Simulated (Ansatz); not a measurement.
BiMe3 (C3H9Bi), relaxed as a singlet with RKS PBE0-D4/def2-SVP in Ansatz, starting from the GFN2-xTB geometry. Force threshold 0.02 eV/Å.

In the def2 sets Bi takes a core potential; there is no spin–orbit coupling.

Start:

```xyz
13

Bi    0.0389   -1.2908    0.2384
C    -1.2685   -0.3355   -1.3496
C     1.8382   -0.0670   -0.3994
C    -0.5653    0.2648    1.7742
H    -1.0872   -0.7955   -2.3119
H    -1.0362    0.7173   -1.4116
H    -2.3128   -0.4521   -1.0908
H     1.5316    0.9596   -0.5369
H     2.2385   -0.4467   -1.3303
H     2.6060   -0.1097    0.3622
H     0.1692    0.3039    2.5673
H    -1.5320    0.0216    2.1955
H    -0.6204    1.2301    1.2928
```

```json
{"step": "1", "energy (eV)": "-9091.6572", "largest force component (eV/Å)": "0.656", "SCF passes": "15"}
{"step": "2", "energy (eV)": "-9091.7085", "largest force component (eV/Å)": "0.193", "SCF passes": "19"}
{"step": "3", "energy (eV)": "-9091.7087", "largest force component (eV/Å)": "0.211", "SCF passes": "13"}
{"step": "4 (rejected)", "energy (eV)": "-9091.7017", "largest force component (eV/Å)": "0.341", "SCF passes": "19"}
{"step": "5", "energy (eV)": "-9091.7133", "largest force component (eV/Å)": "0.008", "SCF passes": "19"}
```

Force components are those of the run's own axes.

End:

```xyz
13

Bi    0.039   -1.265    0.239
C    -1.288   -0.343   -1.361
C     1.857   -0.063   -0.408
C    -0.565    0.281    1.792
H    -1.059   -0.796   -2.336
H    -1.107    0.740   -1.405
H    -2.343   -0.532   -1.115
H     1.569    0.989   -0.543
H     2.245   -0.464   -1.355
H     2.637   -0.136    0.362
H     0.153    0.263    2.624
H    -1.568    0.047    2.175
H    -0.570    1.279    1.331
```

By distances, no bond broke or formed. The bond that changes most is C2–H6, from 1.08 to 1.10 Å (atoms count from 1).

No frequencies were taken in this run, so the end may be a saddle point.

Run time 15 s (2 threads of Arm Neoverse V1 on a shared host).
